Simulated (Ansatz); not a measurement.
C3H8SSi, SMILES `C=C([SiH3])SC`. Total charge 0; spin multiplicity 1. The geometry is a stationary point of PBE0-D4/def2-TZVP. It is one conformer, not always the lowest.

```xyz
13

C    -2.188    0.103    0.153
C    -0.851    0.130    0.172
Si    0.079    0.582   -1.386
S    -0.015   -0.118    1.694
C     1.620   -0.668    1.185
H    -2.737    0.345   -0.750
H    -2.775   -0.145    1.033
H    -0.922    0.914   -2.431
H     0.921   -0.547   -1.863
H     0.973    1.747   -1.148
H     1.577   -1.615    0.646
H     2.135    0.084    0.586
H     2.182   -0.813    2.108
```

(1) What is the dipole moment at PBE/def2-TZVPP? (Best estimate.)

(2) And with r2SCAN, B3LYP, ωB97M-V? (An estimate is asked.)

(3) Give the Mulliken charges with PBE, r2SCAN, B3LYP in def2-TZVPP. (Estimate.)

## Answers

(1) The calculation gave: 1.00 D, with components (0.82, -0.43, -0.36) D in this frame, pointing from negative to positive charge.

(2) The calculation gave: r2SCAN 1.04 D, B3LYP 0.97 D, ωB97M-V 0.94 D.

(3) Computed: 
| atom | PBE | r2SCAN | B3LYP |
| --- | --- | --- | --- |
| C1 | -0.21 | -0.18 | -0.22 |
| C2 | 0.00 | -0.08 | -0.06 |
| Si3 | 0.17 | 0.27 | 0.25 |
| S4 | -0.07 | -0.06 | -0.05 |
| C5 | -0.28 | -0.18 | -0.30 |
| H6 | 0.10 | 0.09 | 0.11 |
| H7 | 0.08 | 0.07 | 0.10 |
| H8 | -0.05 | -0.07 | -0.07 |
| H9 | -0.05 | -0.07 | -0.06 |
| H10 | -0.05 | -0.06 | -0.06 |
| H11 | 0.13 | 0.09 | 0.13 |
| H12 | 0.12 | 0.08 | 0.12 |
| H13 | 0.12 | 0.08 | 0.12 |

B3LYP here is the variant with VWN-RPA as its local correlation; programs differ in this.
